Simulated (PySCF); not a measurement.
**How methods differ on the excitation energy of Zn⁺**

Zn⁺ [Ar] 3d10 4s1 (2S) → Zn⁺ [Ar] 3d10 4p1 (2P), as a difference of total energies. All numbers are calculated (PySCF 2.14, the non-relativistic Hamiltonian (point nucleus), in def2-QZVPPD (11s6p5d4f2g, 100 functions)). Correlated levels: valence: [Ar] frozen; valence and next inner shell: [Ne] frozen. The calculations carry no spin-orbit coupling.

```json
{"method": "UHF", "excitation energy (eV)": "5.420", "difference from reference (eV)": "-0.663"}
{"method": "LDA", "excitation energy (eV)": "6.055", "difference from reference (eV)": "-0.028"}
{"method": "PBE", "excitation energy (eV)": "5.868", "difference from reference (eV)": "-0.215"}
{"method": "PBE0", "excitation energy (eV)": "5.773", "difference from reference (eV)": "-0.310"}
{"method": "r2SCAN", "excitation energy (eV)": "5.820", "difference from reference (eV)": "-0.263"}
{"method": "MN15", "excitation energy (eV)": "5.577", "difference from reference (eV)": "-0.506"}
{"method": "HSE06", "excitation energy (eV)": "5.814", "difference from reference (eV)": "-0.269"}
{"method": "LC-wPBE", "excitation energy (eV)": "5.859", "difference from reference (eV)": "-0.224"}
{"method": "M06-L", "excitation energy (eV)": "5.792", "difference from reference (eV)": "-0.291"}
{"method": "MP2 (valence)", "excitation energy (eV)": "5.853", "difference from reference (eV)": "-0.230"}
{"method": "SCS-MP2 (valence)", "excitation energy (eV)": "5.795", "difference from reference (eV)": "-0.288"}
{"method": "MP2 (valence and next inner shell)", "excitation energy (eV)": "5.923", "difference from reference (eV)": "-0.160"}
{"method": "SCS-MP2 (valence and next inner shell)", "excitation energy (eV)": "5.844", "difference from reference (eV)": "-0.239"}
```

Reference: 6.083 eV (measured; NIST levels, between the centres of gravity of the two terms).

These non-relativistic numbers lack the scalar-relativistic shift.

Errors of the correlated levels include the incompleteness of this basis and the frozen core.
